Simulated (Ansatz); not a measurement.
Ansatz (a first-principles code) input for B(Cl)2(Et) (C2H5BCl2), SMILES CCB(Cl)Cl, PBE-D3(BJ)/def2-SVP. 

Ansatz 0.2 input:
```yaml
crystal:
  periodic: [false, false, false]
  atoms:
    - {symbol: B, position_ang: [0.11135665, 0.17855366, 0.00000000]}
    - {symbol: Cl, position_ang: [-1.61493118, -0.13274185, -0.00000000]}
    - {symbol: Cl, position_ang: [0.63631930, 1.85560357, -0.00000000]}
    - {symbol: C, position_ang: [1.16617958, -0.97305437, -0.00000000]}
    - {symbol: C, position_ang: [0.64990313, -2.40461535, -0.00000000]}
    - {symbol: H, position_ang: [1.82687867, -0.78574439, -0.86800091]}
    - {symbol: H, position_ang: [1.82687868, -0.78574438, 0.86800091]}
    - {symbol: H, position_ang: [0.02661423, -2.60646662, 0.88413889]}
    - {symbol: H, position_ang: [0.02661422, -2.60646663, -0.88413888]}
    - {symbol: H, position_ang: [1.47613652, -3.13097713, -0.00000000]}
basis:
  gaussian:
    orbitals: def2-SVP
hamiltonian:
  xc: pbe
  dispersion: d3bj
relax: {f_tol: 0.002, max_steps: 200}
```

It prints:

```
WARN ansatz: RAYON_NUM_THREADS=1 ignored (pool sized by the plan → 1); use --threads N
Functional definition: PBE
integrals: 0.05 GiB planned
1150 factors; their error is unknown
mean field: 0.28 GiB planned
mean field evaluation 1: about -27846.0966 eV, gradient 6.0e1 eV
mean field evaluation 2: about -27830.1391 eV, gradient 9.5e1 eV
mean field evaluation 4: about -27855.4233 eV, gradient 5.6e0 eV
mean field evaluation 8: about -27855.5080 eV, gradient 2.1e-1 eV
mean field evaluation 16: about -27855.4537 eV, gradient 3.0e-4 eV
mean field -27855.45371839 eV, -1023.6690430461 hartree, gradient 9.1e-6 eV, S^2 0.000000; 0 other end points of the search recorded, 0 dependent functions left out
the calculation of the forces begins
reference -27855.45374972 eV, -1023.6690441975 hartree; 28, 28 occupied and 75, 75 virtual orbitals, 1150 factors
relax step   1: F+E_penalty+E_count = -27855.69550752 eV  Δ(F+E_penalty+E_count) = +0.000e0 eV  max|allowed force component| = 2.675e-1 eV/Å  Δτ_max = 0.0000 Å  (30 SCF iters, accepted)
these checks for a lower state are left out or cut short: starts, cluster_reference, orbital_swaps, neighbouring_geometries, increment
integrals: 0.05 GiB planned
1150 factors; their error is unknown
mean field: 0.28 GiB planned
mean field -27855.46414404 eV, -1023.6694261817 hartree, gradient 1.1e-5 eV, S^2 0.000000; 0 other end points of the search recorded, 0 dependent functions left out
the calculation of the forces begins
reference -27855.46417546 eV, -1023.6694273364 hartree; 28, 28 occupied and 75, 75 virtual orbitals, 1150 factors
relax step   2: F+E_penalty+E_count = -27855.70486102 eV  Δ(F+E_penalty+E_count) = -9.354e-3 eV  max|allowed force component| = 1.330e-1 eV/Å  Δτ_max = 0.0123 Å  (31 SCF iters, accepted)
these checks for a lower state are left out or cut short: starts, cluster_reference, orbital_swaps, neighbouring_geometries, increment
integrals: 0.05 GiB planned
1150 factors; their error is unknown
mean field: 0.27 GiB planned
mean field evaluation 32: about -27855.4659 eV, gradient 6.4e-5 eV
mean field -27855.46588323 eV, -1023.6694900959 hartree, gradient 1.1e-5 eV, S^2 0.000000; 0 other end points of the search recorded, 0 dependent functions left out
the calculation of the forces begins
reference -27855.46591470 eV, -1023.6694912524 hartree; 28, 28 occupied and 75, 75 virtual orbitals, 1150 factors
relax step   3: F+E_penalty+E_count = -27855.70617373 eV  Δ(F+E_penalty+E_count) = -1.313e-3 eV  max|allowed force component| = 2.088e-2 eV/Å  Δτ_max = 0.0057 Å  (31 SCF iters, accepted)
these checks for a lower state are left out or cut short: starts, cluster_reference, orbital_swaps, neighbouring_geometries, increment
integrals: 0.05 GiB planned
1150 factors; their error is unknown
mean field: 0.28 GiB planned
mean field -27855.46594791 eV, -1023.6694924727 hartree, gradient 4.6e-5 eV, S^2 0.000000; 0 other end points of the search recorded, 0 dependent functions left out
the calculation of the forces begins
reference -27855.46597939 eV, -1023.6694936295 hartree; 28, 28 occupied and 75, 75 virtual orbitals, 1150 factors
relax step   4: F+E_penalty+E_count = -27855.70619215 eV  Δ(F+E_penalty+E_count) = -1.841e-5 eV  max|allowed force component| = 5.527e-3 eV/Å  Δτ_max = 0.0012 Å  (20 SCF iters, accepted)
these checks for a lower state are left out or cut short: starts, cluster_reference, orbital_swaps, neighbouring_geometries, increment
integrals: 0.05 GiB planned
1150 factors; their error is unknown
mean field: 0.28 GiB planned
mean field -27855.46593775 eV, -1023.6694920992 hartree, gradient 2.8e-5 eV, S^2 0.000000; 0 other end points of the search recorded, 0 dependent functions left out
the calculation of the forces begins
reference -27855.46596922 eV, -1023.6694932560 hartree; 28, 28 occupied and 75, 75 virtual orbitals, 1150 factors
relax step   5: F+E_penalty+E_count = -27855.70619340 eV  Δ(F+E_penalty+E_count) = -1.253e-6 eV  max|allowed force component| = 2.132e-3 eV/Å  Δτ_max = 0.0003 Å  (19 SCF iters, accepted)
these checks for a lower state are left out or cut short: starts, cluster_reference, orbital_swaps, neighbouring_geometries, increment
integrals: 0.05 GiB planned
1150 factors; their error is unknown
mean field: 0.27 GiB planned
mean field -27855.46593815 eV, -1023.6694921141 hartree, gradient 2.4e-5 eV, S^2 0.000000; 0 other end points of the search recorded, 0 dependent functions left out
the calculation of the forces begins
reference -27855.46596963 eV, -1023.6694932708 hartree; 28, 28 occupied and 75, 75 virtual orbitals, 1150 factors
relax step   6: F+E_penalty+E_count = -27855.70619350 eV  Δ(F+E_penalty+E_count) = -9.637e-8 eV  max|allowed force component| = 2.045e-4 eV/Å  Δτ_max = 0.0001 Å  (18 SCF iters, accepted)
integrals: 0.05 GiB planned
1150 factors; their error is unknown
mean field: 0.27 GiB planned
mean field evaluation 64: about -27855.4659 eV, gradient 4.3e-2 eV
mean field -27855.46593815 eV, -1023.6694921140 hartree, gradient 2.5e-5 eV, S^2 0.000000; 1 other end points of the search recorded, 0 dependent functions left out
the calculation of the forces begins
reference -27855.46596963 eV, -1023.6694932708 hartree; 28, 28 occupied and 75, 75 virtual orbitals, 1150 factors
Total energy: -27855.70622497 eV, -1023.6783224920 hartree
Atom 0 at     0.109154     0.186958     0.000000 Å, force     0.000150     0.000205     0.000000 eV/Å
Atom 1 at    -1.627650    -0.126438     0.000000 Å, force    -0.000071    -0.000005    -0.000000 eV/Å
Atom 2 at     0.635792     1.874449    -0.000000 Å, force    -0.000082    -0.000141    -0.000000 eV/Å
Atom 3 at     1.166891    -0.971130     0.000000 Å, force     0.000050    -0.000039    -0.000000 eV/Å
Atom 4 at     0.650465    -2.412278    -0.000000 Å, force    -0.000003    -0.000052    -0.000000 eV/Å
Atom 5 at     1.835530    -0.783039    -0.872781 Å, force    -0.000014     0.000016    -0.000011 eV/Å
Atom 6 at     1.835530    -0.783039     0.872781 Å, force    -0.000014     0.000016     0.000011 eV/Å
Atom 7 at     0.021871    -2.616360     0.889991 Å, force    -0.000007     0.000003    -0.000014 eV/Å
Atom 8 at     0.021871    -2.616360    -0.889991 Å, force    -0.000007     0.000003     0.000014 eV/Å
Atom 9 at     1.482496    -3.144416     0.000000 Å, force    -0.000003    -0.000006    -0.000000 eV/Å
Dipole moment:     0.180756    -0.195760    -0.000000 e Å
```

Self-consistency was reached.

Cost: around 10 core-seconds (rough).
